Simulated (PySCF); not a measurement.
## [HoH4]− at several levels of theory

Computed with PySCF 2.14.0 (density fitting, no spin-orbit coupling) at the geometry relaxed with PBE0:

```xyz
5
[HoH4]− (singlet in the valence; each metal's 4f electrons, 10 of them, lie in its core potential, out of spins and levels)
Ho    0.0000    0.0000    0.0000
H     1.1993    1.1993    1.1993
H    -1.1993   -1.1993    1.1993
H     1.1993   -1.1993   -1.1993
H    -1.1993    1.1993   -1.1993
```

```json
{"level": "PBE0", "basis": "Ho lcecp-1-SVP with ECP56, H def2-SVP", "state": "singlet", "HOMO (eV)": "-2.08", "gap (eV)": "6.21", "charge on Ho1 (e)": "0.22", "population of f-type functions on Ho1 (polarisation alone where 4f lies in the core)": "0.02", "dipole about the centre of mass (D)": "0.00", "largest force component (eV/Å)": "0.00"}
{"level": "PBE0", "basis": "Ho lcecp-1-TZVP with ECP56, H def2-TZVP", "state": "singlet", "HOMO (eV)": "-2.14", "gap (eV)": "6.24", "charge on Ho1 (e)": "0.55", "population of f-type functions on Ho1 (polarisation alone where 4f lies in the core)": "0.02", "dipole about the centre of mass (D)": "0.00", "largest force component (eV/Å)": "0.00"}
```

In the lcecp rows the 4f levels are missing from HOMO and gap, and the state counts the valence alone.

Charges are Mulliken's, which hang on the basis. The relaxation used the grid (50, 194), these runs (75, 302) or, all-electron (x2c bases, spin-free X2C Hamiltonian), (99, 590).

A further run in the first row's basis gives HOMO (eV) -1.09, gap (eV) 4.60, charge on Ho1 (e) 0.35, population of f-type functions on Ho1 (polarisation alone where 4f lies in the core) 0.01, dipole about the centre of mass (D) 0.00, largest force component (eV/Å) 0.02. Which level was it?
A. TPSSh
B. TPSS

B. The others give HOMO -1.56 eV (TPSSh).

In the first row's basis the gap widens with exact exchange: 4.6 eV for TPSS (none); 5.4 to 6.2 eV for TPSSh, PBE0 (a fixed share).

An lcecp potential fixes the number of 4f electrons, so in runs with it no electron can move into or out of that shell.
